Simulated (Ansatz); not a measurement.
Conformers of CH8O3Si2, SMILES `CO[SiH](O)[SiH2]O`, each relaxed with PBE0-D4/def2-TZVP in Ansatz. CBS adds the triple-zeta coupled-cluster correction to the MP2 limit.

Not all of them had a frequency check.

Conformer A:

```xyz
14

C     1.634   -1.376    0.471
O     0.623   -1.281   -0.508
Si    0.020    0.148   -1.046
O    -0.838   -0.123   -2.417
Si   -1.499    1.080    0.479
O    -0.683    1.073    1.926
H     1.260   -1.083    1.457
H     1.970   -2.413    0.514
H     2.493   -0.741    0.222
H     1.188    1.049   -1.301
H    -0.379   -0.512   -3.163
H    -1.899    2.469    0.104
H    -2.754    0.279    0.571
H    -1.135    1.432    2.691
```

Conformer B:

Cartesian coordinates in Å:
```
C 1.953 1.377 0.267
O 1.440 0.363 -0.564
Si -0.166 0.122 -0.833
O -0.344 -0.699 -2.240
Si -1.095 -1.224 0.848
O -2.742 -1.084 0.749
H 1.869 1.106 1.324
H 3.010 1.515 0.029
H 1.433 2.331 0.111
H -0.801 1.476 -0.900
H -0.028 -0.282 -3.043
H -0.659 -2.644 0.712
H -0.603 -0.758 2.181
H -3.268 -1.600 1.360
```

**Question.** Which is lowest in electronic energy at CCSD(T)/CBS (frozen core, def2 sets), and by how much? (Best estimate.)

**Answer.** Ansatz gave: A; B lies 3.5 kJ/mol higher.

**Question.** Give the energies relative to A (kJ/mol) with PBE-D4/def2-TZVPP, PBE0-D4/def2-TZVPP, B3LYP-D4/def2-TZVPP, PBE0/def2-TZVPP, CCSD/def2-TZVPP, SCS-MP2/def2-QZVPP, CCSD/CBS(def2). (Best estimate.)

**Answer.** Ansatz gave: 
```tsv
level	B
PBE-D4/def2-TZVPP	3.3
PBE0-D4/def2-TZVPP	3.4
B3LYP-D4/def2-TZVPP	3.9
PBE0/def2-TZVPP	2.8
CCSD/def2-TZVPP	3.6
SCS-MP2/def2-QZVPP	3.6
CCSD/CBS(def2)	3.4
```

B3LYP here is the variant with VWN-RPA as its local correlation; programs differ in this.
